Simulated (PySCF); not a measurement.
PySCF input file for CH₇F₂NSi₂, SMILES CN([SiH2]F)[SiH2]F, r2SCAN-D4/def2-SVP. Coordinates come from a r2SCAN-D4/def2-SVP optimisation. This is a generated structure with no PubChem entry under its InChIKey; it may be hypothetical. One conformer was computed; it need not be the lowest.

```python
import numpy as np
from pyscf import gto, scf, dft, df
from pyscf.hessian import thermo

mol = gto.M(
    atom='''
    Si    1.55192162    0.04792379   -0.39760579
    F     2.40124971    1.10152268    0.50981816
    N    -0.00711159   -0.26441995    0.28407224
    C    -0.10585328   -1.15670535    1.45446997
    Si   -1.47882309    0.46247278   -0.27163029
    F    -2.42958072   -0.66404119   -0.96386675
    H     1.37123917    0.65340854   -1.73919396
    H     2.34429012   -1.20928757   -0.40347873
    H    -0.13741824   -0.59325629    2.40302029
    H    -1.00926981   -1.78524619    1.39464998
    H     0.75796237   -1.83966772    1.49545123
    H    -2.26361768    0.99009274    0.87546005
    H    -1.14668517    1.49224263   -1.28549225
    ''',
    basis='def2-SVP',
    charge=0,
    spin=0,
    max_memory=1600,
    verbose=3,
)
mf = dft.RKS(mol, xc='r2scan').density_fit(auxbasis='def2-universal-jkfit')
mf.disp = 'd4'
mf.grids.level = 4
mf.conv_tol = 1e-11
mf.max_cycle = 100
mf.kernel()

# [left out here: the lines that compute and print the analytic Hessian (its translational invariance restored by hand, since the grid's response is missing), thermochemistry and intensities]
```

Output:

```
[...]
      11   H                -0.25 -0.01 -0.16    0.12  0.14  0.05    0.26  0.14  0.14
      12   H                 0.31  0.08  0.19    0.09  0.08  0.08    0.15  0.08  0.10
Mode                                15                  16                  17
Irrep
Freq [cm^-1]                      914.9403            948.7554            953.1240
Reduced mass [au]                   1.1009              1.2840              1.2993
Force const [Dyne/A]                0.5430              0.6809              0.6954
Char temp [K]                    1316.3953           1365.0478           1371.3332
Normal mode                   x     y     z       x     y     z       x     y     z
       0  Si                 0.03  0.01 -0.01   -0.02  0.02  0.04    0.02  0.01  0.01
       1   F                -0.01 -0.00  0.00   -0.01 -0.00 -0.00   -0.00 -0.01 -0.01
       2   N                 0.04 -0.02 -0.01    0.09 -0.02 -0.01   -0.09  0.02  0.00
       3   C                 0.01 -0.00 -0.00    0.03 -0.00 -0.00   -0.03  0.01  0.00
       4  Si                 0.03 -0.00  0.01   -0.01  0.00  0.00    0.02 -0.05 -0.00
       5   F                -0.02 -0.00 -0.01   -0.00  0.00 -0.00    0.01  0.01  0.00
       6   H                -0.45  0.07  0.09    0.19 -0.47 -0.21    0.10 -0.10 -0.05
       7   H                -0.34 -0.22  0.29   -0.17 -0.07 -0.53    0.09  0.05 -0.19
       8   H                -0.01  0.02 -0.01   -0.08  0.03 -0.03    0.07 -0.03  0.02
       9   H                -0.01  0.02 -0.01   -0.04  0.12 -0.12    0.04 -0.11  0.10
      10   H                -0.00 -0.01  0.03   -0.06 -0.12  0.13    0.05  0.10 -0.14
      11   H                -0.32  0.19 -0.30   -0.15  0.08 -0.13    0.23  0.51 -0.11
      12   H                -0.43  0.15  0.01   -0.16  0.04 -0.01   -0.17  0.37  0.35
Mode                                18                  19                  20
Irrep
Freq [cm^-1]                      971.5448            974.9067           1123.2383
Reduced mass [au]                   1.5010              1.7679              1.6264
Force const [Dyne/A]                0.8348              0.9900              1.2090
Char temp [K]                    1397.8366           1402.6737           1616.0898
Normal mode                   x     y     z       x     y     z       x     y     z
       0  Si                 0.03  0.02  0.01    0.07  0.04  0.02    0.00  0.00 -0.01
       1   F                -0.02 -0.01 -0.01   -0.03 -0.03 -0.02    0.00 -0.00  0.00
       2   N                 0.05 -0.01  0.01   -0.10  0.00 -0.01   -0.00 -0.11  0.05
       3   C                 0.02 -0.00 -0.00   -0.04  0.00  0.01    0.01  0.13  0.00
       4  Si                -0.07 -0.02 -0.04    0.03  0.02  0.02   -0.01  0.00 -0.01
       5   F                 0.04  0.02  0.02   -0.01 -0.02 -0.01    0.00  0.00  0.00
       6   H                -0.32 -0.06  0.02   -0.23 -0.30 -0.09    0.08  0.03 -0.00
       7   H                -0.33 -0.21  0.08   -0.23 -0.14 -0.22   -0.01 -0.01  0.02
       8   H                -0.05 -0.01  0.01    0.09 -0.05  0.05   -0.06 -0.40  0.33
       9   H                -0.02  0.06 -0.04    0.06 -0.15  0.14    0.11  0.03 -0.40
      10   H                -0.05 -0.09  0.10    0.07  0.13 -0.17   -0.08 -0.00 -0.35
      11   H                 0.37  0.12  0.20   -0.02 -0.27  0.12   -0.01 -0.02  0.00
      12   H                 0.36  0.07  0.19    0.07 -0.19 -0.18   -0.03  0.03  0.01
Mode                                21                  22                  23
Irrep
Freq [cm^-1]                     1136.9323           1209.1223           1441.6950
Reduced mass [au]                   3.5274              1.9030              1.1364
Force const [Dyne/A]                2.6864              1.6392              1.3916
Char temp [K]                    1635.7924           1739.6579           2074.2782
Normal mode                   x     y     z       x     y     z       x     y     z
       0  Si                -0.01 -0.01  0.01   -0.03 -0.00  0.01   -0.01 -0.00  0.00
       1   F                 0.00  0.00  0.00    0.00  0.00  0.00    0.00  0.00  0.00
       2   N                -0.00  0.09 -0.16    0.15 -0.00 -0.03    0.00  0.02 -0.02
       3   C                 0.01 -0.03  0.14   -0.11  0.00  0.02    0.00  0.05 -0.08
       4  Si                 0.01 -0.01  0.01   -0.02  0.00 -0.00    0.01  0.00  0.00
       5   F                -0.00 -0.00 -0.00   -0.00  0.00  0.00   -0.00 -0.00 -0.00
       6   H                -0.09  0.02  0.03    0.03 -0.01 -0.00    0.02 -0.00 -0.00
       7   H                 0.01  0.01 -0.01   -0.03 -0.01  0.01    0.00  0.02  0.00
       8   H                -0.08 -0.25  0.26    0.29 -0.06  0.07    0.00 -0.50  0.27
       9   H                 0.02  0.00 -0.21    0.10 -0.33  0.24    0.11 -0.17  0.46
      10   H                -0.05 -0.12 -0.09    0.14  0.31 -0.30   -0.17 -0.15  0.49
      11   H                -0.02  0.02 -0.03   -0.03  0.03 -0.03   -0.01 -0.01 -0.02
      12   H                 0.09 -0.02  0.02    0.07 -0.00  0.02   -0.02  0.00 -0.00
Mode                                24                  25                  26
Irrep
Freq [cm^-1]                     1474.1343           1480.9756           2254.6654
Reduced mass [au]                   1.0376              1.0401              1.0349
Force const [Dyne/A]                1.3285              1.3440              3.0997
Char temp [K]                    2120.9511           2130.7941           3243.9615
Normal mode                   x     y     z       x     y     z       x     y     z
       0  Si                -0.00  0.00 -0.00   -0.00 -0.00 -0.00    0.01 -0.01 -0.00
       1   F                 0.00 -0.00  0.00    0.00  0.00  0.00    0.00 -0.00 -0.00
       2   N                 0.01  0.01  0.01    0.02 -0.00 -0.00    0.00 -0.00 -0.00
       3   C                 0.02  0.04  0.02    0.04 -0.02 -0.01   -0.00  0.00  0.00
       4  Si                 0.00  0.00 -0.00   -0.00  0.00  0.00    0.01 -0.01 -0.02
       5   F                -0.00 -0.00  0.00   -0.00 -0.00 -0.00    0.00 -0.00 -0.00
       6   H                 0.00 -0.00 -0.00    0.01  0.00  0.00    0.02 -0.06  0.13
       7   H                -0.00  0.00  0.01    0.00 -0.00 -0.00   -0.26  0.43  0.00
       8   H                -0.26  0.28 -0.16   -0.62 -0.13  0.05    0.00 -0.00  0.00
       9   H                 0.33 -0.45  0.15   -0.21  0.28  0.49    0.00  0.00 -0.00
      10   H                -0.38 -0.48 -0.29    0.14  0.12 -0.39   -0.00 -0.00  0.00
      11   H                -0.01 -0.00 -0.00   -0.01  0.01 -0.00   -0.43  0.29  0.63
      12   H                -0.00 -0.00 -0.00    0.01 -0.00 -0.00    0.05  0.12 -0.12
Mode                                27                  28                  29
Irrep
Freq [cm^-1]                     2259.3797           2274.0711           2286.5458
Reduced mass [au]                   1.0360              1.0465              1.0465
Force const [Dyne/A]                3.1161              3.1886              3.2235
Char temp [K]                    3250.7444           3271.8819           3289.8303
Normal mode                   x     y     z       x     y     z       x     y     z
       0  Si                 0.01 -0.02 -0.01   -0.01  0.02 -0.02   -0.00  0.01 -0.02
       1   F                -0.00 -0.00 -0.00    0.00  0.00 -0.00   -0.00 -0.00 -0.00
       2   N                 0.00 -0.00  0.00   -0.00  0.00  0.00   -0.00  0.00 -0.00
       3   C                -0.00 -0.00  0.00    0.00 -0.00 -0.00   -0.00 -0.00  0.00
       4  Si                -0.01  0.01  0.01   -0.01 -0.01  0.02    0.01  0.02 -0.02
       5   F                 0.00  0.00  0.00    0.00 -0.00  0.00    0.00 -0.00 -0.00
       6   H                 0.03 -0.08  0.16    0.08 -0.28  0.63    0.08 -0.27  0.59
       7   H                -0.43  0.69  0.00    0.11 -0.16 -0.01    0.06 -0.10 -0.00
       8   H                -0.00  0.01 -0.00    0.00  0.00 -0.00    0.00  0.00  0.00
       9   H                -0.00  0.00 -0.00   -0.00  0.00 -0.00    0.00 -0.00 -0.00
      10   H                 0.00  0.00 -0.01   -0.00 -0.00  0.00   -0.00 -0.00  0.00
      11   H                 0.28 -0.18 -0.40    0.07 -0.06 -0.10   -0.06  0.04  0.08
      12   H                -0.02 -0.04  0.04    0.14  0.45 -0.44   -0.16 -0.49  0.49
Mode                                30                  31                  32
Irrep
Freq [cm^-1]                     3013.7810           3105.4376           3119.1491
Reduced mass [au]                   1.0336              1.1064              1.1051
Force const [Dyne/A]                5.5315              6.2863              6.3346
Char temp [K]                    4336.1599           4468.0333           4487.7611
Normal mode                   x     y     z       x     y     z       x     y     z
       0  Si                -0.00 -0.00  0.00   -0.00 -0.00 -0.00   -0.00  0.00 -0.00
       1   F                 0.00  0.00  0.00    0.00  0.00  0.00    0.00 -0.00  0.00
       2   N                -0.00  0.00 -0.00    0.00  0.00  0.00    0.00  0.00  0.00
       3   C                 0.00  0.02 -0.04   -0.01 -0.07 -0.05   -0.09  0.01 -0.00
       4  Si                 0.00 -0.00  0.00   -0.00 -0.00 -0.00   -0.00 -0.00  0.00
       5   F                -0.00 -0.00 -0.00    0.00  0.00  0.00    0.00  0.00 -0.00
       6   H                 0.00 -0.00 -0.00   -0.00  0.00 -0.00    0.00 -0.00  0.00
       7   H                 0.00 -0.00  0.00   -0.00  0.00  0.00    0.00 -0.00  0.00
       8   H                -0.02  0.35  0.55   -0.02  0.37  0.60   -0.02 -0.02 -0.03
       9   H                -0.44 -0.30 -0.04    0.41  0.27  0.03    0.51  0.36  0.05
      10   H                 0.40 -0.31  0.01   -0.32  0.23 -0.02    0.55 -0.44  0.01
      11   H                -0.00  0.00  0.00   -0.00  0.00 -0.00    0.00  0.00 -0.00
      12   H                -0.00  0.00 -0.00   -0.00  0.00  0.00    0.00 -0.00 -0.00
temperature 298.1500 [K]
pressure 101325.00 [Pa]
Rotational constants [GHz] 4.29585 1.19106 1.08305
Symmetry number 1
Zero-point energy (ZPE) 0.08557 [Eh]   224666.475 [J/mol]
                           tot       elec      trans        rot        vib
Entropy [J/mol/K]       394.888      0.000    169.185    119.044    106.659
Cv [J/mol/K]            121.819      0.000     12.472     12.472     96.876
Cp [J/mol/K]            130.134      0.000     20.786     12.472     96.876
Internal energy [J/mol]                      3718.434   3718.434 240302.063
Internal energy [Eh]   -875.20103  -875.29539
Enthalpy [J/mol]                             6197.391   3718.434 240302.063
Enthalpy [Eh]          -875.20009
Gibbs free energy [J/mol]                  -44245.012 -31774.490 208501.559
Gibbs free energy [Eh] -875.24493
mode   freq/cm-1   IR/(km/mol)
   1       49.00         3.199
   2       52.63         1.596
   3       86.66         0.351
   4      121.52         3.220
   5      217.26         0.982
   6      237.19         2.032
   7      269.38         0.516
   8      401.70        45.137
   9      570.37         0.222
  10      622.02        12.660
  11      712.92        93.239
  12      767.34        19.450
  13      789.79         3.874
  14      857.00        66.547
  15      864.12         4.222
  16      914.94       298.947
  17      948.76       117.309
  18      953.12       108.972
  19      971.54       102.105
  20      974.91       413.669
  21     1123.24        50.728
  22     1136.93       127.158
  23     1209.12        91.659
  24     1441.70         0.639
  25     1474.13         7.636
  26     1480.98        14.896
  27     2254.67       207.076
  28     2259.38        19.019
  29     2274.07        10.376
  30     2286.55       209.100
  31     3013.78        46.769
  32     3105.44        15.676
  33     3119.15        10.105
max |gradient| / (hartree/bohr): 7.405332874558894e-05
APT charges: [ 1.6444 -0.6292 -1.2109  0.3228  1.6431 -0.6272 -0.264  -0.2826 -0.031
 -0.0089 -0.0038 -0.2858 -0.2633]
```

The calculation finished and met its thresholds.
